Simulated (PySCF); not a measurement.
CH2NO, SMILES N=C=[OH+], charge +1.

Geometry optimised at B3LYP-D3(BJ)/def2-TZVP. The isomer is the one that the SMILES or the coordinates give; other isomers of the formula were not compared.

Two levels are set side by side: PBE/def2-TZVPD (PySCF) and PBE0/def2-TZVPD (PySCF). Same geometry, gas phase. Differences are taken from unrounded values.

```tsv
quantity	PBE0
orbital gap (eV)	10.30
highest occupied level (eV)	-17.19
lowest empty level (eV)	-6.89
mean polarisability (bohr³)	18.7
```

### Question
What does PBE give, and how far is it from PBE0? (The exact figures need the calculation; the answer reports its results.)

### Answer

| quantity | PBE | PBE minus PBE0 |
|---|---|---|
| orbital gap (eV) | 7.53 | -2.77 |
| highest occupied level (eV) | -15.63 | 1.55 |
| lowest empty level (eV) | -8.10 | -1.21 |
| mean polarisability (bohr³) | 19.3 | 0.5 |

Without exact exchange PBE keeps part of each electron's self-repulsion, which lifts occupied levels and narrows the gap. Differences between two approximate levels are no errors against the true value.

Rough cost on one machine, each run with all the roots and properties that it gave: PBE0 against PBE within a factor of 2.
